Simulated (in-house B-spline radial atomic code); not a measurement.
Inner levels of erbium as electrons are removed. A shift is the extra binding of the orbital against the neutral atom ([Xe] 4f12 6s2). The density at the nucleus is averaged over the nuclear charge. Computed with a radial B-spline atomic code at the basis-set limit: Dirac-Hartree-Fock, average of the configuration, finite nuclei.

```tsv
ion	configuration	shift of 4s1/2 (eV)	shift of 3s1/2 (eV)	shift of 2p3/2 (eV)	radius of 4s1/2 (bohr)	radius of 3s1/2 (bohr)	radius of 2p3/2 (bohr)	Σ<r²> (bohr²)	change of density at nucleus (bohr⁻³)
Er24+	[Kr] 4d8	689.05	755.64	756.71	0.48023	0.22345	0.07881	5.5916	58.044
Er25+	[Kr] 4d7	732.93	808.91	814.27	0.47764	0.22327	0.078799	5.2216	191.23
Er26+	[Kr] 4d6	777.39	863.11	873	0.47506	0.22308	0.078788	4.8647	328.98
Er27+	[Kr] 4d5	822.42	918.23	932.9	0.47249	0.22288	0.078776	4.5205	471.29
Er28+	[Kr] 4d4	?	?	?	?	?	?	?	?
Er29+	[Kr] 4d3	?	?	?	?	?	?	?	?
Er30+	[Kr] 4d2	960.95	1089.04	1119.57	0.46485	0.22222	0.078736	3.5571	925.62
Er31+	[Kr] 4d1	1008.25	1147.77	1184.1	0.46233	0.22199	0.078721	3.2574	1086.22
Er32+	[Ar] 3d10 4s2 4p6	?	?	?	?	?	?	?	?
Er33+	[Ar] 3d10 4s2 4p5	1101.37	1267.37	1316.52	0.45743	0.22152	0.078692	2.6913	1392.19
Er34+	[Ar] 3d10 4s2 4p4	1147.04	1328.02	1384.15	0.45507	0.22129	0.078675	2.422	1535.45
```

(1) Fill in the row of Er28+.

(2) Fill in the row of Er29+.

(3) Fill in the row of Er32+.

Results:

(1) shift of 4s1/2 (eV): 868.03; shift of 3s1/2 (eV): 974.26; shift of 2p3/2 (eV): 993.96; radius of 4s1/2 (bohr): 0.46993; radius of 3s1/2 (bohr): 0.22267; radius of 2p3/2 (bohr): 0.078763; Σ<r²> (bohr²): 4.1882; change of density at nucleus (bohr⁻³): 618.16.

(2) shift of 4s1/2 (eV): 914.21; shift of 3s1/2 (eV): 1031.2; shift of 2p3/2 (eV): 1056.19; radius of 4s1/2 (bohr): 0.46739; radius of 3s1/2 (bohr): 0.22245; radius of 2p3/2 (bohr): 0.07875; Σ<r²> (bohr²): 3.8672; change of density at nucleus (bohr⁻³): 769.61.

(3) shift of 4s1/2 (eV): 1056.12; shift of 3s1/2 (eV): 1207.39; shift of 2p3/2 (eV): 1249.79; radius of 4s1/2 (bohr): 0.45982; radius of 3s1/2 (bohr): 0.22174; radius of 2p3/2 (bohr): 0.078706; Σ<r²> (bohr²): 2.9675; change of density at nucleus (bohr⁻³): 1251.37.
